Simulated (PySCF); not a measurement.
Delta-SCF ions had no search for a lower state. Excitations are Tamm–Dancoff values on a coarser integration grid. The basis has no diffuse functions, so Rydberg states are missing or too high.

C2H5N, SMILES `C=CN` (charge 0, multiplicity 1)

Calculation: ωB97X-D3(BJ)/def2-TZVP // B3LYP-D3(BJ)/def2-TZVP run with PySCF 2.14.0.

The HOMO comes out as -8.39 eV. The dipole moment is 1.60 D. The HOMO–LUMO gap is 11.40 eV and the LUMO is 3.00 eV. The S1 excitation (TDA) is 6.27 eV, the S1 oscillator strength is 0.010 and the brightest of the four lowest singlets (TDA) is 7.21 eV. The T1 excitation (TDA) is 4.23 eV and the S1–T1 gap (TDA) is 2.04 eV. The vertical ionisation energy (Delta-SCF) is 8.46 eV. The total energy is -134.0587 Ha and the cost is roughly 80 core-seconds.

```xyz
8

C      1.1536    -0.3239     0.0407
C      0.0649     0.4392    -0.0630
N     -1.2433    -0.0006    -0.2072
H      2.1342     0.1254     0.0745
H      1.0953    -1.4053     0.0761
H      0.1618     1.5192    -0.0996
H     -1.4103    -0.9674     0.0271
H     -1.9562     0.6134     0.1515
```
Charge 0, spin multiplicity 1.
